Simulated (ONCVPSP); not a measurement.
# Logarithmic derivatives: Bi (Z = 83), ONCV

* Element: bismuth (Bi)
* Generator: ONCVPSP 4.0.1
* Type: optimised norm-conserving Vanderbilt (ONCV)
* Functional: PBE
* Relativity: fully relativistic
* Frozen core: [Kr] 4d10 4f14
* Valence charge: 23
* Reference configuration: 5s2 5p6 5d10 6s1 6p4
* Partial waves: 5s+6s: rc 1.35 bohr, ncon 4, nbas 9, qcut 10.1 1/bohr, 2 projectors; 5p+6p: rc 1.55 bohr, ncon 3, nbas 7, qcut 10.2 1/bohr, 2 projectors; 5d: rc 1.20 bohr, ncon 4, nbas 7, qcut 8 1/bohr, 2 projectors, debl 3.2 Ha
* Local potential: polynomial inside 1.15 bohr (lpopt 5, dvloc0 0 Ha)
* Core correction: none

Open shells are filled in proportion to 2j + 1.

The phase is arctan(r·R′/R) of the radial function R(r), unwrapped; energies in Ha, scanned from -7 to 5 Ha. A pole is an energy at which the radial function vanishes at the test radius. The pseudo phase is shifted by a multiple of π to meet the all-electron one at the reference energy, and phase errors are pseudo minus all-electron; the curves can meet again beyond the range given. Levels narrower than the energy grid can be missing from the lists of poles.

Q: For each channel, where are the poles, and over which energies does the pseudopotential scatter like the atom?

A:

```json
{"channel": "s", "radius (bohr)": "1.37", "reference energy (Ha)": "-0.57", "poles, all-electron": "-5.23", "poles, pseudo": "-5.23", "unbroken range about the reference energy with phases within 0.05 rad": "the whole range", "phase error 1 Ha above the reference energy (rad)": "-0.000"}
{"channel": "p3/2", "radius (bohr)": "1.57", "reference energy (Ha)": "-0.17", "poles, all-electron": "-2.82", "poles, pseudo": "-2.82", "unbroken range about the reference energy with phases within 0.05 rad": "the whole range", "phase error 1 Ha above the reference energy (rad)": "-0.000"}
{"channel": "p1/2", "radius (bohr)": "1.57", "reference energy (Ha)": "-0.25", "poles, all-electron": "-3.94", "poles, pseudo": "-3.94", "unbroken range about the reference energy with phases within 0.05 rad": "the whole range", "phase error 1 Ha above the reference energy (rad)": "-0.001"}
{"channel": "d5/2", "radius (bohr)": "1.22", "reference energy (Ha)": "-1.00", "poles, all-electron": "3.10", "poles, pseudo": "3.10", "unbroken range about the reference energy with phases within 0.05 rad": "the whole range", "phase error 1 Ha above the reference energy (rad)": "-0.000"}
{"channel": "d3/2", "radius (bohr)": "1.22", "reference energy (Ha)": "-1.11", "poles, all-electron": "2.71", "poles, pseudo": "2.71", "unbroken range about the reference energy with phases within 0.05 rad": "the whole range", "phase error 1 Ha above the reference energy (rad)": "-0.000"}
```

Phases in the d3/2 channel:

| E (Ha) | all-electron | pseudo |
| --- | --- | --- |
| -6.96 | 1.196 | 1.195 |
| -6.32 | 1.153 | 1.153 |
| -5.68 | 1.097 | 1.096 |
| -5.04 | 1.016 | 1.015 |
| -4.40 | 0.894 | 0.893 |
| -3.76 | 0.694 | 0.693 |
| -3.12 | 0.347 | 0.346 |
| -2.48 | -0.184 | -0.185 |
| -1.84 | -0.701 | -0.701 |
| -1.20 | -1.029 | -1.029 |
| -0.56 | -1.220 | -1.220 |
| 0.08 | -1.339 | -1.339 |
| 0.72 | -1.420 | -1.420 |
| 1.36 | -1.480 | -1.480 |
| 2.00 | -1.527 | -1.527 |
| 2.64 | -1.567 | -1.567 |
| 3.28 | -1.602 | -1.602 |
| 3.92 | -1.635 | -1.635 |
| 4.56 | -1.668 | -1.668 |
